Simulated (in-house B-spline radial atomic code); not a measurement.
Hg. Computed with a B-spline radial atomic code. Model: all-electron spherical atom, spin shells full or empty, radial basis limit, no spin-orbit coupling, Breit or QED, empty-state partial waves extrapolated as (l+1/2)^-4, RPA, G0W0 and static COHSEX of the highest shell as one setting changes (uncorrelated shells keep exact exchange).

Without the two-electron picture change, core correlation of heavy ions comes too large.

Given: element Hg; charge 0; filled core Xe; hamiltonian one-electron scalar X2C; mean-field start HSE06; highest l of empty states 9; nuclear rms radius 5.4648 fm; highest mean-field shell 6s.

Shell: 4f 7 7, 5d 5 5, 6s 1 1 (electrons up and down).

```tsv
lowest nl shells left uncorrelated	RPA correlation energy (hartree)	G0W0 level (eV)	G0W0 minus most complete (meV)	COHSEX level (eV)	removal by RPA minus most complete (meV)
0	-7.1114	-10.576	0	-12.586	0
1	?	?	?	?	?
2	?	?	?	?	?
3	-6.0404	-10.576	0.1	-12.586	0.3
4	-5.841	-10.579	-2.2	-12.592	2.7
5	-5.2252	-10.578	-1.4	-12.591	2.7
6	-4.2061	-10.572	4.4	-12.58	-0.9
7	-4.0172	-10.585	-8.6	-12.612	11.3
8	-3.4496	-10.586	-9.8	-12.617	11.2
9	-2.4893	-10.569	7.2	-12.589	-20.3
10	-2.2927	-10.604	-27.2	-12.66	5.9
11	-1.0298	-10.513	63.7	-12.509	-31.5
12	-0.6485	-10.484	92.5	-12.488	-86
13	-0.050238	-9.6239	952.5	-10.931	-1276.7
```

(1) What follows for lowest nl shells left uncorrelated = 1?

(2) What follows for lowest nl shells left uncorrelated = 2?

## Answers

(1) RPA correlation energy -6.8717 hartree; G0W0 level -10.576 eV; G0W0 minus most complete 0.1 meV; COHSEX level -12.586 eV; removal by RPA minus most complete -0.1 meV.

(2) RPA correlation energy -6.6579 hartree; G0W0 level -10.577 eV; G0W0 minus most complete -0.5 meV; COHSEX level -12.588 eV; removal by RPA minus most complete 0.6 meV.
